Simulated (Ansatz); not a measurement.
Molecule: LuCl2, charge 0, multiplicity 2. The spin state was set by rule; other spins were not relaxed. 
Geometry from a B3LYP-D3(BJ)/def2-TZVP (Ansatz, a quantum-chemistry and plane-wave program) optimisation:
```xyz
3

Lu     0.2100    -0.0037     0.2621
Cl     1.2269     0.3689    -1.8770
Cl    -2.1042    -0.3534     0.7825
```
Charge 0, spin multiplicity 2.

Problem. Give the harmonic wavenumbers at B3LYP-D3(BJ)/def2-TZVP (Ansatz, finite differences of forces, unscaled).

Solution. 53, 333, 341 cm⁻¹. Zero-point energy 1.0 kcal/mol.

Problem. From these and the geometry, give the ideal-gas thermochemistry at 298.15 K and 1 atm (rigid rotor, harmonic oscillator).

Solution. Point group C2v, rotational symmetry number 2. Rotational constants 9.309, 1.525, 1.311 GHz. S(trans) 42.40, S(rot) 25.87, S(vib) 7.18, S(elec, spin only) 1.38, S 76.8 cal/(mol K). H(298) - H(0) 3.36 kcal/mol; G - E(el) -18.5 kcal/mol.
